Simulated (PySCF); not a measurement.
Species: C6H5NSe.
SMILES: `CC#Cc1ccn[se]1`

Vertical excitations from PySCF (density fitting, frozen core in the response, grid level 2 and gas phase unless stated; continuum runs use non-equilibrium linear response for the excitations) on a GFN2-xTB geometry. Reference run:

```csv
settings,"S1, eV (f)","S2, eV (f)","S3, eV (f)","S4, eV (f)","S5, eV (f)","S6, eV (f)","T1, eV (Tamm–Dancoff)",mean α (au)
"PBE0/def2-SVPD, full TDDFT, 6 singlets",4.41 (0.001),4.55 (0.210),4.91 (0.109),5.02 (0.000),5.32 (0.000),5.33 (0.000),3.04,107.5
```

Problem. What do these settings give: PBE0/ANO-RCC-VDZP, level shift 0.3 Eh, TDA, 25 singlets?

Solution. 
| settings | S1, eV (f) | S2, eV (f) | S3, eV (f) | S4, eV (f) | S5, eV (f) | S6, eV (f) | T1, eV (Tamm–Dancoff) | mean α (au) |
| --- | --- | --- | --- | --- | --- | --- | --- | --- |
| PBE0/ANO-RCC-VDZP, level shift 0.3 Eh, TDA, 25 singlets | 4.46 (0.001) | 4.80 (0.238) | 5.02 (0.000) | 5.17 (0.128) | 5.33 (0.000) | 5.42 (0.000) | 3.03 | 95.5 |

S1 moves by +0.05 eV; basis and response scheme change together, so the shift can't be laid on one. States are counted by energy in each run and needn't keep their character from row to row.

ANO-RCC sets were contracted for a scalar-relativistic Hamiltonian, but ran non-relativistically here.

Problem. Give the leading configurations of S1 (H = HOMO, L = LUMO) and the HOMO–LUMO gap of each run.

Solution. 
```
                                               settings  S1 configurations (weight)  S1 (eV)  orbital gap (eV)  S1 − gap (eV)
                 PBE0/def2-SVPD, full TDDFT, 6 singlets                  H−2→L 0.98     4.41              5.22          -0.81
PBE0/ANO-RCC-VDZP, level shift 0.3 Eh, TDA, 25 singlets                  H−2→L 0.98     4.46              5.26          -0.80
```

 GFN2-xTB frequencies show an imaginary mode (37i cm⁻¹), so this geometry is no minimum at that level. Relativistic effects, spin–orbit coupling among them, are left out although an element past zinc is present.
